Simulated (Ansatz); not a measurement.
Basis-set series for C2H4BN (`BC#CN`). Total charge 0; spin multiplicity 1. All single points use the PBE0-D4/def2-TZVP geometry. It is one conformer, not always the lowest.

| functional | basis | functions | energy (Eh) | HOMO (eV) | LUMO (eV) |
| --- | --- | --- | --- | --- | --- |
| PBE0-D4 | def2-SVP | 76 | -157.83749 | -6.96 | -1.02 |
| PBE0-D4 | def2-QZVPP | 348 | -158.02277 | -7.09 | -1.20 |
| ωB97M-V | def2-SVP | 76 | -157.95420 | -9.06 | 1.00 |
| ωB97M-V | def2-QZVPP | 348 | -158.14741 | -9.21 | 0.67 |

Problem. Give the rows for def2-TZVPP. (An estimate is asked.)

Solution. Ansatz gave: 
```json
{"functional": "PBE0-D4", "basis": "def2-TZVPP", "functions": "180", "energy (Eh)": "-158.01379", "HOMO (eV)": "-7.06", "LUMO (eV)": "-1.16"}
{"functional": "ωB97M-V", "basis": "def2-TZVPP", "functions": "180", "energy (Eh)": "-158.13936", "HOMO (eV)": "-9.19", "LUMO (eV)": "0.76"}
```

Positive LUMOs are unbound and depend on the basis.
